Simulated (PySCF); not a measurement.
C6H11FO2Si: full NMR table

```
Formula                               : C6H11FO2Si
SMILES                                : CC(C)C1=C(O[SiH2]O)[C@@H]1F
Point group of the computed structure : C1
Degrees of unsaturation               : 2
Carbon signals                        : 6
Proton signals                        : 7
```

Molfile (atoms numbered from 1):
```
C6H11FO2Si
     RDKit          3D

 21 21  0  0  0  0  0  0  0  0999 V2000
   -2.2276   -1.0919    0.7145 C   0  0  0  0  0  0  0  0  0  0  0  0
   -1.6421   -0.4753   -0.5581 C   0  0  0  0  0  0  0  0  0  0  0  0
   -2.5299    0.6653   -1.0636 C   0  0  0  0  0  0  0  0  0  0  0  0
   -0.2826    0.0326   -0.2774 C   0  0  0  0  0  0  0  0  0  0  0  0
    1.0135    0.0789   -0.4656 C   0  0  0  0  0  0  0  0  0  0  0  0
    2.1269   -0.3255   -1.0222 O   0  0  0  0  0  0  0  0  0  0  0  0
    3.6616   -0.0696   -0.4351 Si  0  0  0  0  0  4  0  0  0  0  0  0
    3.7148   -0.2421    1.1693 O   0  0  0  0  0  0  0  0  0  0  0  0
    0.4909    0.9501    0.6044 C   0  0  2  0  0  0  0  0  0  0  0  0
    0.7508    0.5568    1.9350 F   0  0  0  0  0  0  0  0  0  0  0  0
   -2.2846   -0.3430    1.5008 H   0  0  0  0  0  0  0  0  0  0  0  0
   -1.6020   -1.9088    1.0654 H   0  0  0  0  0  0  0  0  0  0  0  0
   -3.2272   -1.4741    0.5229 H   0  0  0  0  0  0  0  0  0  0  0  0
   -1.5649   -1.2441   -1.3348 H   0  0  0  0  0  0  0  0  0  0  0  0
   -3.5319    0.2964   -1.2690 H   0  0  0  0  0  0  0  0  0  0  0  0
   -2.1209    1.0921   -1.9766 H   0  0  0  0  0  0  0  0  0  0  0  0
   -2.5956    1.4500   -0.3136 H   0  0  0  0  0  0  0  0  0  0  0  0
    4.0550    1.2852   -0.8092 H   0  0  0  0  0  0  0  0  0  0  0  0
    4.3633   -1.1750   -1.0508 H   0  0  0  0  0  0  0  0  0  0  0  0
    2.9646   -0.0745    1.7401 H   0  0  0  0  0  0  0  0  0  0  0  0
    0.4589    2.0333    0.5955 H   0  0  0  0  0  0  0  0  0  0  0  0
  1  2  1  0
  2  3  1  0
  2  4  1  0
  4  5  2  0
  5  6  1  0
  6  7  1  0
  7  8  1  0
  5  9  1  0
  9 10  1  0
  9  4  1  0
  1 11  1  0
  1 12  1  0
  1 13  1  0
  2 14  1  0
  3 15  1  0
  3 16  1  0
  3 17  1  0
  7 18  1  0
  7 19  1  0
  8 20  1  0
  9 21  1  6
M  END
```

- geometry: GFN2-xTB
- PBE0/pcSseg-1 with gauge-including orbitals
- run in PySCF 2.14.0 with density-fitted response routines
- gas phase, rapidly exchanging positions averaged, non-relativistic Hamiltonian, a single conformation

Shifts are taken against calculated references (same method and geometry level): 1H and 13C and 29Si vs TMS; 19F vs CFCl3; 17O vs H2O.

| carbon | δC, type | δH (multiplicity) | HMBC from (2–3 bonds) | span of the C tensor (ppm) |
| --- | --- | --- | --- | --- |
| C1 | 23.7, CH3 | 1.28 (d) | H14, H15/H16/H17 | 36 |
| C2 | 26.8, CH | 2.84 (m) | H21, H11/H12/H13, H15/H16/H17 | 22 |
| C3 | 22.0, CH3 | 1.16 (d) | H14, H11/H12/H13 | 39 |
| C4 | 104.7, C | – | H21, H14, H11/H12/H13, H15/H16/H17 | 176 |
| C5 | 135.8, C | – | H18, H21, H19, H14 | 163 |
| C9 | 72.6, CH | 5.08 (m) | H14 | 148 |

Other nuclei:
```tsv
atoms	nucleus	environment	δ (ppm)	σ (ppm)
H18	1H	hydrogen on a silicon bonded to 2 O	5.35	26.37
H19	1H	hydrogen on a silicon bonded to 2 O	4.87	26.85
H20	1H	hydrogen on an oxygen bonded to Si	3.14	28.57
F10	19F	fluorine on an sp3 carbon	-178.0	348.9
Si7	29Si	silicon bonded to 2 O, 2 H	-28.8	378.0
O6	17O	oxygen bonded to C, Si	110.7	225.4
O8	17O	oxygen bonded to Si, H	36.1	300.0
```

- Carbon types of the structure: 2 × C, 2 × CH, 2 × CH3, leaving 3 H on heteroatoms.
- δC 135.8: alkene carbon bearing oxygen; an sp2 carbon further deshielded by the attached heteroatom.
- δC 104.7: β carbon of an enol-ether or enamine type C=C; the O or N lone pair pushes π density onto this β carbon and shields it.
- δC 72.6: three-membered-ring carbon; the inductive effect lowers its shielding.
- δC 23.7, 22.0: methyl carbon; saturated and bonded to C and H only.
- δH 3.14: hydrogen on an oxygen bonded to Si; exchangeable, gas-phase position.

OH/NH shifts are gas-phase values; hydrogen bonding in solution moves them, usually downfield. Splittings by 19F in the carbon and heteronuclear signals aren't shown, as no couplings were computed. Shifts are as computed. Against solution values, carbons near 30 ppm lie about +3 ppm off and those near 130 ppm about +5 ppm. Of 1211 compounds with measured shifts, 218 miss one by over three times the rms of a fit or turn the order of signals round; such compounds aren't used in these exercises. Unscaled 19F shifts against computed CFCl3 carry errors that often reach 10 to 50 ppm. Experimental scales use liquid or dissolved standards, which lie at an offset from isolated H2O (liquid H2O: subtract about 36 ppm). No couplings were computed; multiplicities are counted from neighbouring protons, with m where these are inequivalent, close in shift, in a saturated or five-membered ring or joined by F or P, and br s for small geminal =CH2 splittings.
